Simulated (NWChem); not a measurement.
# C2H6F2Si; SMILES FC(F)C[SiH3]

```xyz
11

F      0.3689     1.3314    -1.0917
C     -0.4117     1.1469     0.0000
F      0.3689     1.3314     1.0917
C     -0.9920    -0.2428     0.0000
Si     0.2809    -1.6551     0.0000
H     -1.1789     1.9425     0.0000
H     -1.6392    -0.3552     0.8847
H     -1.6392    -0.3552    -0.8847
H      1.1392    -1.6039    -1.2185
H     -0.4824    -2.9403     0.0000
H      1.1392    -1.6039     1.2185
```
Atoms are numbered in this order, from 1.

Level: PBE0/def2-SVP (NWChem), optimised geometry, unscaled harmonic frequencies. 

```json
[
 {"frequency (cm⁻¹)": "25", "IR intensity (km/mol)": "0.0"},
 {"frequency (cm⁻¹)": "135", "IR intensity (km/mol)": "0.0"},
 {"frequency (cm⁻¹)": "165", "IR intensity (km/mol)": "3.7"},
 {"frequency (cm⁻¹)": "369", "IR intensity (km/mol)": "0.5"},
 {"frequency (cm⁻¹)": "490", "IR intensity (km/mol)": "18.6"},
 {"frequency (cm⁻¹)": "518", "IR intensity (km/mol)": "7.1"},
 {"frequency (cm⁻¹)": "580", "IR intensity (km/mol)": "10.5"},
 {"frequency (cm⁻¹)": "629", "IR intensity (km/mol)": "3.0"},
 {"frequency (cm⁻¹)": "797", "IR intensity (km/mol)": "6.5"},
 {"frequency (cm⁻¹)": "844", "IR intensity (km/mol)": "15.5"},
 {"frequency (cm⁻¹)": "917", "IR intensity (km/mol)": "213.8"},
 {"frequency (cm⁻¹)": "945", "IR intensity (km/mol)": "38.3"},
 {"frequency (cm⁻¹)": "947", "IR intensity (km/mol)": "39.9"},
 {"frequency (cm⁻¹)": "953", "IR intensity (km/mol)": "11.2"},
 {"frequency (cm⁻¹)": "1063", "IR intensity (km/mol)": "141.0"},
 {"frequency (cm⁻¹)": "1185", "IR intensity (km/mol)": "97.8"},
 {"frequency (cm⁻¹)": "1224", "IR intensity (km/mol)": "65.6"},
 {"frequency (cm⁻¹)": "1276", "IR intensity (km/mol)": "69.5"},
 {"frequency (cm⁻¹)": "1395", "IR intensity (km/mol)": "49.5"},
 {"frequency (cm⁻¹)": "1410", "IR intensity (km/mol)": "27.2"},
 {"frequency (cm⁻¹)": "1419", "IR intensity (km/mol)": "56.2"},
 {"frequency (cm⁻¹)": "2235", "IR intensity (km/mol)": "94.9"},
 {"frequency (cm⁻¹)": "2252", "IR intensity (km/mol)": "70.1"},
 {"frequency (cm⁻¹)": "2258", "IR intensity (km/mol)": "99.3"},
 {"frequency (cm⁻¹)": "3077", "IR intensity (km/mol)": "32.2"},
 {"frequency (cm⁻¹)": "3091", "IR intensity (km/mol)": "24.3"},
 {"frequency (cm⁻¹)": "3149", "IR intensity (km/mol)": "0.6"}
]
```

- zero-point energy = 47.7 kcal/mol
- thermal correction to the enthalpy at 298.15 K (with zero-point energy) = 52.3 kcal/mol
- heat capacity Cv = 22.0 cal/(mol K)
- entropy at 298.15 K and 1 atm (symmetry number 1) = 82.1 cal/(mol K)
- dipole moment = 2.15 D

Rigid rotor and harmonic oscillator; modes under 100 cm⁻¹ make the entropy uncertain.
